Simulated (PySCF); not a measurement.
## Computed structure and properties of [Yb(MeOH)]3+

System: [Yb(MeOH)]3+ (singlet in the valence; each metal's 4f electrons, 13 of them, lie in its core potential, out of spins and levels); start: template (Cs). Method: PySCF 2.14.0, RKS PBE0, Yb lcecp-1-SVP with ECP59, O def2-SVP, H def2-SVP, C def2-SVP; non-relativistic Hamiltonian with scalar-relativistic core potentials where named; density fitting; no spin-orbit coupling.

Input of the relaxation:

```python
mol = gto.M(atom='''
Yb    -0.08423     0.00000    -0.44069
O     -0.08423     0.00000     1.95681
H     -0.88423     0.00000     2.50681
C      1.06577     0.00000     2.80681
H      1.04807    -0.89000     3.43581
H      1.97297     0.00000     2.20261
H      1.04807     0.89000     3.43581''',
    basis={'Yb': 'lcecp-1-SVP', 'O': 'def2-SVP', 'H': 'def2-SVP', 'C': 'def2-SVP'},
    ecp={'Yb': 'lcecp-1-SVP'},
    charge=3, spin=0)
mf = dft.RKS(mol, xc='PBE0')
mf.grids.atom_grid = (50, 194)  # f atoms: unpruned, at least (60, 302)
mf = mf.density_fit()  # fitting sets: Yb AutoAux, O def2-universal-JKFIT, H def2-universal-JKFIT, C def2-universal-JKFIT
mf.conv_tol = 1e-08; mf.max_cycle = 55
mf.kernel(dm0)  # dm0: converged density of the start geometry
# quasi-Newton relaxation in Cartesian coordinates to a largest gradient under 0.00045 Eh/bohr, steps kept in the point group
```

Run from Python with OMP_NUM_THREADS=2; the lines above give its settings. Where DIIS fails, smearing, a level shift and second-order steps follow.
It took 21 s on 2 threads of Intel(R) Xeon(R) 6975P-C (Granite Rapids), on a shared host, from the converged density of the start.

Course of the relaxation:

```tsv
step	energy above end (eV)	largest force component within the symmetry (eV/Å)
0	0.7376	3.934
1	0.3744	2.284
2	0.0473	1.455
3	0.0148	0.378
4	0.0062	0.166
5	0.0045	0.091
6	0.0035	0.102
7	0.0012	0.078
8	0.0003	0.059
9	0.0000	0.027
10	0.0000	0.009
```

Relaxed geometry (Cs):

```xyz
7

Yb   -0.2145    0.0000   -0.2505
O    -0.0789    0.0000    1.7841
H    -0.8685    0.0000    2.3895
C     1.1673    0.0000    2.8680
H     0.9988   -0.9320    3.4292
H     2.0791    0.0000    2.2546
H     0.9988    0.9320    3.4292
```

```csv
contact,Å
Yb1–O2 (MeOH),2.039
```

On the finer grid (75, 302):

The HOMO is -25.22 eV. The LUMO is -19.80 eV. The dipole about the centre of mass is 4.04 D. The set of Mulliken populations of Yb1 outside the core potential is s 2.07, p 6.06, d 0.46, f 0.02 and the D3(BJ) dispersion energy (not in the energies) is -0.125 eV.

```tsv
atom	Mulliken (e)	Löwdin (e)	spin (e)
Yb1	2.38	2.25	0.00
O2	-0.46	-0.06	0.00
H3	0.37	0.22	0.00
C4	0.07	0.28	0.00
H5	0.23	0.11	0.00
H6	0.18	0.09	0.00
H7	0.23	0.11	0.00
```

The 4f levels lie in the core potential and are missing. Their spin isn't counted.

On the grid (50, 194), as all that follows. Harmonic modes: a minimum; lowest 114 cm⁻¹ (negative: unstable), highest 3475 cm⁻¹, zero-point energy 1.383 eV.

Taking off one MeOH (charge 0, singlet; the rest: singlet) in vacuum, both parts rigid, costs 7.29 eV; the small basis without counterpoise inflates it. Parting with an electron moved from the ligand to the metal can be far cheaper, even downhill.

Rigid scan of MeOH along the line from its metal:

(distance to O2 (Å), energy (eV)): (1.74, 1.324), (1.84, 0.499), (1.94, 0.106), (2.04, 0.000), (2.14, 0.079), (2.24, 0.274), (2.44, 0.836)

One start shape was tried, so this needn't be the lowest isomer.

An lcecp potential fixes the number of 4f electrons, so in runs with it no electron can move into or out of that shell.
